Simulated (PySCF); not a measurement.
Gas-phase XPS of `P[SiH2][GeH3]`, computed

GeH7PSi.
Geometry (PBE0-D3(BJ)/def2-SVP, Å), atoms numbered from 1 in this order:
```xyz
10
GeH7PSi angstrom
P      1.904    0.867    0.822
Si     0.318   -0.589    0.106
Ge    -1.816    0.264    0.733
H      2.948    0.290    0.035
H      1.576    1.846   -0.166
H      0.357   -0.828   -1.371
H      0.556   -1.892    0.800
H     -2.939   -0.690    0.283
H     -2.048    1.638    0.075
H     -1.892    0.436    2.261
```

Theory: delta-SCF UKS SCAN, pcX-2 on the ionised atom, pcseg-1 elsewhere, spin-free X2C in PySCF 2.14.0. Binding energies are ΔSCF values: E(core-ionised, relaxed orbitals) − E(ground state) at a fixed geometry, referred to the vacuum level.

Give the core binding energies atom by atom.

```tsv
atom(s)	bonded to	level	binding energy (eV)	2p1/2 (eV)	count
P1	2 H and Si	P 2p3/2	136.35	137.24	1
P1	2 H and Si	P 1s	2149.88	–	1
Si2	2 H, P and Ge	Si 2p3/2	106.55	107.17	1
Si2	2 H, P and Ge	Si 1s	1846.28	–	1
```

Give the binding energy of Si 1s of Si2 in hartree and in kJ/mol.

1846.28 eV = 67.8495 Eh = 178139 kJ/mol.

The 2p values add to the ΔSCF energy of one spin-free hole a correction within the shell (spin–orbit coupling, ligand field). 2p1/2 minus 2p3/2 (ligand field included): P 0.89 eV, Si 0.62 eV. No level of germanium is listed. Geometry: PBE0-D3(BJ)/def2-SVP, one conformer, isolated molecule.
